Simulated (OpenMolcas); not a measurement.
## How basis sets differ on CH6ClSi2 (SMILES C[Si]([SiH3])Cl)

The species is CH6ClSi2 (10 atoms), meant as a doublet with charge 0. As SMILES, `C[Si]([SiH3])Cl`. The shape is that of a PBE0-D4/def2-TZVP optimisation.

Each level gives the dipole moment (D). The values are calculated.

```tsv
level	kind	program	value (D)	CPU time
ROHF/ANO-XS-MB (DKH2)	Hartree–Fock	OpenMolcas	2.61	4.2 s
UHF/STO-3G	Hartree–Fock	OpenMolcas	3.32	3.5 s
UHF/3-21G	Hartree–Fock	OpenMolcas	3.18	4.7 s
UHF/def2-SVP	Hartree–Fock	OpenMolcas	1.94	16 s
```

The values span 1.94 to 3.32 D. Magnitudes only. Sets without polarisation functions give poor dipoles. Times are those of the runs behind each value, whatever else they computed, on shared processors of several kinds: orders of magnitude only.
